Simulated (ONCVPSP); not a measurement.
# Potentials for Zn compared

Generated with ld1.x 7.5 (TM, RRKJ, ultrasoft, PAW), atompaw 4.2 or ONCVPSP 4.0.1. The cutoff is in Ry: for ld1.x and atompaw files where the sum of valence levels is converged to 10 mRy in a Bessel basis, for ONCV files where the hardest occupied wave has 1 mHa per electron of residual kinetic energy. The error is the largest all-electron minus pseudo excitation energy over each file’s own four to seven test configurations (ionisations up to +4, promotions, holes and added fractions of an electron), all of which were solved. The labels leave out finer settings (local radius, basis sizes, second energies), which also bear on the numbers. Spin-polarised tests are not counted. The rows are a selection from randomly drawn settings: files with unsolved tests, undetermined cutoffs or missed reference levels are left out.

A true bound ghost makes a file unfit for plane-wave use even where its test errors are small: the radial tests pick states by their node count and pass the ghost by.

| potential | cutoff (Ry) | largest error (meV) | bound ghosts |
| --- | --- | --- | --- |
| ONCV, PBE, scalar-relativistic, rc 1.20/1.05/1.50/1.15 (spdf), local smoothed, core correction yes, reference 3s2 3p6 3d10 4s1, qcut 7.8/16.4/10/10.7, projectors 2/2/2/2 | 100 | +63 | none |
| ONCV, PBE, scalar-relativistic, rc 0.95/0.75/1.20/0.95 (spdf), local smoothed, core correction no, reference 3s2 3p6 3d10 4s2, qcut 13.7/10.1/13.9/12.9, projectors 2/3/3/2 | 148 | +4.0 | p |
| ONCV, PBEsol, fully relativistic, rc 1.00/0.75/1.35 (spd), local smoothed, core correction no, reference 3s2 3p6 3d10, qcut 14.7/12.2/9.7, projectors 3/2/2 | 190 | +103 | none |
| ONCV, PBEsol, scalar-relativistic, rc 2.15/0.85/1.50/2.35 (spdf), local smoothed, core correction yes, reference 3p6 3d10 4s2, qcut 3.3/15/10.5/4.1, projectors 1/1/2/2 | 97 | -438 | s |
| ONCV, PBE, scalar-relativistic, rc 0.85/0.85/1.15/1.05 (spdf), local smoothed, core correction yes, reference 3s2 3p6 3d10, qcut 14.2/18.7/12.2/11.3, projectors 3/2/2/2 | 184 | +14 | none |

**Question.** Fill in the row for Zn: ONCV, LDA (Perdew-Zunger), scalar-relativistic, rc 1.15/1.15/1.30 (spd), local smoothed, core correction yes, reference 3s2 3p6 3d10 4s1.5, qcut 8.7/13.3/14.5, projectors 2/2/3.

**Answer.** cutoff 144 Ry, largest error +29 meV, bound ghosts: none.

**Question.** Fill in the row for Zn: ONCV, PBE, scalar-relativistic, rc 1.35/1.10/0.90 (spd), local smoothed, core correction no, reference 3s2 3p6 3d10 4s2, qcut 11.6/14.3/18.1, projectors 2/2/3.

**Answer.** cutoff 247 Ry, largest error -11 meV, bound ghosts: none.

**Question.** Fill in the row for Zn: ONCV, PBEsol, scalar-relativistic, rc 2.05/1.90/1.40 (spd), local smoothed, core correction yes, reference 3d10 4s2, qcut 3.8/4.6/10, projectors 3/3/2.

**Answer.** cutoff 90 Ry, largest error +75 meV, bound ghosts: none.
